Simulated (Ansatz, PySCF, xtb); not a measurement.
Gas-phase reaction R1 + 7 R2 → 9 P1 + P2, each structure at its B3LYP-D3(BJ)/def2-SVP stationary point, reached from a drawn start (curvature not checked).
R1, C2H4 (SMILES C=C) (charge 0, multiplicity 1, Z-matrix in Å and degrees):
```
C
C 1 1.3328
H 2 1.0946 1 121.72
H 2 1.0946 3 116.55 1 180.00
H 1 1.0946 2 121.72 3 0.00
H 1 1.0946 5 116.55 2 180.00
```
R2: C2H6 (SMILES CC), charge 0, multiplicity 1.
P1, CH4 (SMILES C) (charge 0, multiplicity 1):
```
atom    x (Å)    y (Å)    z (Å)
----  -------  -------  -------
C      0.0000   0.0000   0.0000
H      0.6347   0.6347   0.6347
H     -0.6347  -0.6347   0.6347
H      0.6347  -0.6347  -0.6347
H     -0.6347   0.6347  -0.6347
```
P2, C7H10 (SMILES C1=C2CCC(C1)C2) (charge 0, multiplicity 1):
```xyz
17

C     -1.477     0.626     0.368
C     -0.861    -0.842     0.573
C      0.444    -0.902    -0.319
C      1.618    -0.034     0.272
C      0.841     1.282     0.404
C     -0.267     1.156    -0.377
C      0.026     0.075    -1.427
H     -2.413     0.603    -0.212
H     -1.662     1.121     1.332
H     -1.567    -1.617     0.235
H     -0.644    -1.026     1.637
H      0.721    -1.933    -0.600
H      2.495    -0.060    -0.402
H      1.966    -0.349     1.269
H      0.805     1.799     1.369
H     -0.861    -0.236    -2.000
H      0.836     0.337    -2.123
```

P less R. No zero-point or thermal terms.

Programs: Ansatz (Gaussian basis) for Hartree–Fock, density functionals and correlated methods; PySCF for the D3/D4 terms; xtb for the GFN methods. Each number belongs to the level named beside it.

**Question.** One of these levels gives 2.319 eV for the reaction energy. Which one is it?
(A) B3LYP/def2-TZVPP
(B) BLYP-D4/def2-TZVPP
(C) GFN1-xTB

**Answer.** A, B3LYP/def2-TZVPP. The others give 1.638 (GFN1-xTB), 1.939 (BLYP-D4/def2-TZVPP)

Ansatz is a program for electronic structure.
